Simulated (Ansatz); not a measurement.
Ca2S⁺. Total charge 1; doublet. Geometry relaxed at PBE-D4/def2-TZVP.

Cartesian coordinates in Å:
```
Ca -0.422 2.171 0.967
Ca 0.143 -2.232 -0.906
S 0.279 0.061 -0.061
```

Another isomer (doublet) lies 0.05 eV lower at PBE0-D4/def2-TZVP.

**Question.** Estimate the harmonic wavenumbers at UKS PBE-D4/def2-TZVP (Ansatz, unscaled). Is this a minimum?

**Answer.** 14i, 14i, 273, 358 cm⁻¹. Yes, no mode is imaginary beyond noise. Zero-point energy 3.8 kJ/mol. Run time 13 s (4 threads of Arm Neoverse V1 on a shared host).
